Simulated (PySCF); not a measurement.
Compound: C5H6B3NO3.
Structure used (PBE0-D3(BJ)/def2-SVP), in Å, numbered top down from 1:
```
atom  x, y, z in Å
B1    -3.0489    0.6914    0.7140
O2    -3.6126   -0.4723    0.2582
B3    -2.8349   -1.4588   -0.2908
O4    -1.4813   -1.2747   -0.3851
B5    -0.8962   -0.1144    0.0692
C6     0.6443    0.0854   -0.0283
C7     1.2554    1.2644    0.4180
C8     2.6392    1.3929    0.3112
N9     3.4257    0.4463   -0.1962
C10    2.8522   -0.6769   -0.6220
C11    1.4785   -0.9057   -0.5615
O12   -1.6945    0.8654    0.6140
H13   -3.7368    1.5511    1.1959
H14   -3.3360   -2.4780   -0.6839
H15    0.6553    2.0718    0.8443
H16    3.1371    2.3075    0.6538
H17    3.5220   -1.4401   -1.0354
H18    1.0573   -1.8462   -0.9248
```

The closed-shell ground state was solved at several levels (PySCF, density fitting, gas phase, non-relativistic).

```csv
level,basis functions,total energy (Eh),HOMO (eV),LUMO (eV),gap (eV),dipole (D)
B3LYP/pcJ-1,384,-549.4420,-7.25,-2.08,5.17,1.41
wB97X-D/pcSseg-2,516,-549.4309,-9.44,-0.16,9.28,1.53
PBE0/pcSseg-1,234,-548.7221,-7.53,-1.94,5.59,1.43
```

Estimate the row for B3LYP/def2-SVPD, a basis of 297 functions; the other rows only guide the guess.

Total energy -549.0551 Eh, HOMO -7.28 eV, LUMO -2.14 eV, gap 5.14 eV, dipole 1.40 D.

Over all these levels, which gives the widest orbital gap and which the narrowest?

wB97X-D/pcSseg-2 (range-separated hybrid) has the widest, 9.28 eV, and B3LYP/def2-SVPD (global hybrid, 20 % exact exchange) the narrowest, 5.14 eV. Functional and basis both differ between the two, so the spread mixes both effects.

How far do the dipole and the HOMO energy spread over the levels?

The dipole runs from 1.40 to 1.53 D (mean 1.44 D) and the HOMO from -9.44 to -7.25 eV.

One conformer stands for the species.

Note: wB97X-D ran without an empirical dispersion term, which enters the total energy and its gradient alone.
